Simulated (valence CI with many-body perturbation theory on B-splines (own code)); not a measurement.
Values are calculated unless marked as measured or tabulated.
# Run record, Ag XXVI

Method: relativistic CI+MBPT: four valence electrons over a frozen Dirac-Fock core [Ar], radial functions for each j: 6 s, 6 p, 5 d, 5 f, 1 g, with the one-electron correlation potential Σ1 (screened to all orders), the two-electron term Σ2, the three-electron term Σ3, Breit, model QED; selected single and double excitations, second order for the rest, scaled by the run's own slope (own B-spline code, finite nucleus).

Command, and the settings that its task file holds:

```sh
python run_cv.py task.json out
```

```
atom Ag  Z=47  mass_number=107  rms_radius_fm=4.5454
core [Ar]
valence 3d4
avg = 1
basis = S
breit = 1
cap = 20000
capref = 1200
cscale = 1
de = 0.0
dress = 0
eps = 2e-08
extrap = 1
h = 0.27
hh = 1
l2 = 3
lcore = 6
maxit = 60
n2 = 5
natural = 1
nlev = 30
nno = [3, 3, 3, 3, 1]
nroot = 26
nsp = [3, 3, 2, 2, 0]
pt2 = 1
qed = 1
rpa = 1
s1 = 1
s2 = 1
s3 = 1
screen = 1
tol = 2e-05
whole = 1
```

It took 21 s on 1 thread of Arm Neoverse V1 (shared host).

Log. The first blocks belong to the next ion, which gives the ionisation energy. Fields: 2J, parity (1 odd), roots, reference size, generating configurations, candidates as configurations/state functions, variational space P, stored matrix elements, Davidson steps; e2 is the range of second-order energies in hartree. The first line gives the box (bohr), its intervals, the orbitals and the steps of their self-consistent field. Window is the range of levels sought, series limit the energy at which the first omitted orbital would enter, core excitation an estimate of the first excitation out of the core, left out the lowest levels not solved, and shifts from estimates the range by which levels moved from their first estimate, all in cm⁻¹.

```
rmax 4.4 intervals 59 orbitals 40 references ['3d4', '3d3 4s', '3d3 4p'] scf 4 t 0.9
2J=3 par=0 roots 2 ref 27 generators 4 cand 696/1720 P 712/1747 nnz 0 it 5
2J=3 par=0 roots 2 ref 27 generators 6 cand 142/357 P 854/2104 nnz 0 it 5
   second order: generators 10 cand 1388/3147 e2 -0.00000 -0.00000
2J=5 par=0 roots 2 ref 29 generators 3 cand 629/1835 P 644/1864 nnz 0 it 5
2J=5 par=0 roots 2 ref 29 generators 5 cand 156/394 P 800/2258 nnz 0 it 4
   second order: generators 8 cand 1111/2932 e2 -0.00000 -0.00000
2J=7 par=0 roots 2 ref 22 generators 2 cand 649/1820 P 661/1842 nnz 0 it 4
2J=7 par=0 roots 2 ref 22 generators 4 cand 107/266 P 768/2108 nnz 0 it 5
   second order: generators 6 cand 700/1868 e2 -0.00000 -0.00000
reference levels 556, estimated 33, window 339530 1/cm; series limit 7245137, core excitation 1269310
2J=0 par=0 roots 4 ref 17 generators 4 cand 121/197 P 1108/1995 nnz 0 it 3
2J=0 par=0 roots 4 ref 17 generators 4 cand 44/67 P 1152/2062 nnz 0 it 3
   second order: generators 5 cand 772/2112 e2 -0.00001 -0.00000
2J=2 par=0 roots 4 ref 36 generators 3 cand 356/1482 P 857/3993 nnz 3.6e+06 it 4
2J=2 par=0 roots 4 ref 36 generators 3 cand 318/1323 P 1175/5316 nnz 6.2e+06 it 4
   second order: generators 5 cand 1497/10109 e2 -0.00002 -0.00000
2J=4 par=0 roots 8 ref 51 generators 4 cand 232/1459 P 573/3993 nnz 3.8e+06 it 7
2J=4 par=0 roots 8 ref 51 generators 4 cand 634/3660 P 1207/7653 nnz 1.3e+07 it 8
   second order: generators 6 cand 1551/15067 e2 -0.00002 -0.00000
2J=6 par=0 roots 6 ref 49 generators 3 cand 205/1460 P 503/3954 nnz 3.9e+06 it 6
2J=6 par=0 roots 6 ref 49 generators 3 cand 674/4198 P 1177/8152 nnz 1.5e+07 it 6
   second order: generators 6 cand 2543/28565 e2 -0.00002 -0.00001
2J=8 par=0 roots 7 ref 42 generators 4 cand 241/1415 P 549/3933 nnz 3.8e+06 it 5
2J=8 par=0 roots 7 ref 42 generators 4 cand 611/3571 P 1160/7504 nnz 1.3e+07 it 6
   second order: generators 7 cand 2250/24532 e2 -0.00002 -0.00001
2J=10 par=0 roots 2 ref 25 generators 2 cand 276/1437 P 656/3936 nnz 3.9e+06 it 4
2J=10 par=0 roots 2 ref 25 generators 2 cand 383/1825 P 1039/5761 nnz 8e+06 it 5
   second order: generators 2 cand 44/67 e2 -0.00000 -0.00000
2J=12 par=0 roots 2 ref 14 generators 2 cand 317/1167 P 842/3640 nnz 3.3e+06 it 4
2J=12 par=0 roots 2 ref 14 generators 2 cand 83/344 P 925/3984 nnz 4e+06 it 3
   second order: generators 2 cand 10/16 e2 -0.00000 -0.00000
left out: unestimated 520437, estimated none, shifts from estimates -316 to 3
operators 1.3
```

The Davidson iterations converged.

No measured spectrum was set against this ion. As an estimate, terms of the open shell hold to 2 to 4 % of their energy, and close levels can change places. Only levels of the ground parity were solved; by the run's estimate the other parity begins above the list, which can be wrong where configurations are misplaced.

| Item | Value |
| --- | --- |
| Valence energy | -209.0245 hartree |
| Ionisation energy | 1307.9 eV (NIST: 1308 ± 4 eV (theoretical)) |
| Reference configurations for the orbitals | 3d4, 3d3 4s, 3d3 4p |
| Radial orbitals | 40 |
| Box radius | 4.408 bohr |
| Largest variational space | 8152 |
| Lowest levels | 3d4 5D_0 0.000, 3d4 5D_1 3.440, 3d4 5D_2 6.181, 3d4 5D_3 8.174, 3d4 5D_4 9.217, 3d4 3P_0 [a] 13.300, 3d4 3H_4 14.354, 3d4 3G_3 17.013, 3d4 3F_2 [a] 17.550, 3d4 3H_5 17.882, 3d4 3P_1 [a] 18.156, 3d4 3H_6 19.260, 3d4 3G_4 21.108, 3d4 3D_2 21.834 eV |

Names give the largest LS component (configuration and term), which can be under half, so a name can repeat, a term be missing and a line seem to break the LS rules; names also repeat where a configuration has a term twice. Letters in brackets count levels of one name in rising energy.
